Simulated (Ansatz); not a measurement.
`O[SiH](O)C[SiH](O)F`, charge 0, multiplicity 1.

(1) Give a relaxed structure at PBE0-D4/def2-TZVP (the Gaussian-basis code of Ansatz). (Estimate.)

## Answers

(1) The calculation gave: 
Z-matrix (Å, degrees):
```
Si
O 1 1.658
C 1 1.842 2 104.5
O 1 1.640 2 112.8 3 116.3
H 1 1.488 2 107.7 3 -123.4
H 2 0.957 1 119.3 3 165.4
Si 3 1.865 1 115.3 2 52.7
H 3 1.097 1 108.0 2 -66.8
H 3 1.094 1 109.7 2 176.5
H 4 0.957 1 119.4 2 84.5
O 7 1.627 3 111.2 1 -39.0
F 7 1.599 3 107.7 1 -157.8
H 7 1.478 3 113.0 1 86.0
H 11 0.966 7 115.6 3 5.3
```
This is one stationary point; other conformers may exist.
